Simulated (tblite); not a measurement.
Give a GFN2-xTB geometry of InChI=1S/C7H18N2/c1-7(2,3)6-9(5)8-4/h8H,6H2,1-5H3.

```
atom  x, y, z in Å
C1     2.609    1.282   -0.375
N2     1.772    0.499    0.506
N3     1.034   -0.500   -0.168
C4     1.819   -1.684   -0.469
C5    -0.182   -0.801    0.578
C6    -1.369    0.085    0.158
C7    -2.614   -0.382    0.917
C8    -1.094    1.549    0.493
C9    -1.594   -0.067   -1.346
H10    3.470    0.741   -0.793
H11    1.995    1.636   -1.202
H12    2.980    2.139    0.185
H13    2.331    0.101    1.269
H14    1.228   -2.355   -1.087
H15    2.147   -2.223    0.436
H16    2.702   -1.390   -1.036
H17   -0.005   -0.686    1.658
H18   -0.450   -1.843    0.390
H19   -3.476    0.213    0.625
H20   -2.473   -0.276    1.990
H21   -2.832   -1.426    0.702
H22   -0.215    1.896   -0.038
H23   -1.945    2.166    0.212
H24   -0.916    1.668    1.559
H25   -1.857   -1.093   -1.593
H26   -0.684    0.193   -1.879
H27   -2.399    0.584   -1.680
```

Orientation and origin are arbitrary. Atoms count from 1 in this order. N3 (hydrazine nitrogen) is pyramidal (angles 113.2°, 112.8° and 109.7°, sum 335.7°, 0.42 Å off the plane of its three neighbours). N2 (hydrazine nitrogen) is pyramidal (angles 113.2°, 111.4° and 110.3°, sum 334.9°, 0.37 Å off the plane of its three neighbours). Of the pairs four or more bonds apart, N2···H22 is among the closest relative to their van der Waals radii: 2.49 Å, 91 % of the sum of Bondi's values.

Bonds between heavy atoms (Å): C1–N2 1.446, N2–N3 1.413, N3–C4 1.452, N3–C5 1.458, C5–C6 1.540, C6–C7 1.531, C6–C8 1.527, C6–C9 1.529.

The geometry is computed with GFN2-xTB (gas phase).

Point group: C1 (no symmetry element, even within 0.4 Å). Its GFN2-xTB frequencies are all real (lowest 19 cm⁻¹). The numbers are those of one conformer (C1–N2–N3–C4 80°, N2–N3–C5–C6 90°). 3 starts were optimised and ended at 0.00, 0.67 and 3.15 kcal/mol (GFN2-xTB); the lowest of these is shown.
